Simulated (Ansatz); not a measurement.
`N[SiH2][NH][GeH2][NH2]` + NH₃ → `N[SiH2]N` + `[NH2][GeH2][NH2]`  (ligand exchange at the Si–N bond)

Program: Ansatz. Geometries: PBE0-D4/def2-TZVP. ΔE: electronic, gas phase. CCSD(T)/CBS is the MP2 limit (def2-TZVPP, def2-QZVPP) plus CCSD(T) − MP2 in def2-TZVPP, frozen cores. This one scheme is used for every species. Functionals use def2-TZVPP. B3LYP here is the variant with VWN-RPA as its local correlation; programs differ in this. For Ge outer-core shells are correlated without core-valence functions, which leaves a few kJ/mol of doubt a bond. Scalar relativity is left out up to krypton. Each species was taken in one conformer, which may not be the lowest.

```tsv
level	ΔE (kJ/mol)
PBE-D4	14.3
B3LYP	7.8
```

Q: What does CCSD(T)/CBS give? (Estimate.)

A: The calculation gave: +16.3 kJ/mol. The listed levels differ from it by -2.0, -8.5 kJ/mol.

Largest T1 diagnostic among the species: 0.011.

In def2-TZVPP, CCSD(T) changes the Hartree–Fock value by +9.8 kJ/mol (the triples alone add +2.0 kJ/mol) and MP2 by +10.1 kJ/mol. The D4 term adds +7.1 kJ/mol with B3LYP and +4.4 kJ/mol with PBE0; it sums over pairs of atoms, weighted by their polarisabilities, and B3LYP, whose exchange is more repulsive, gets the larger term.
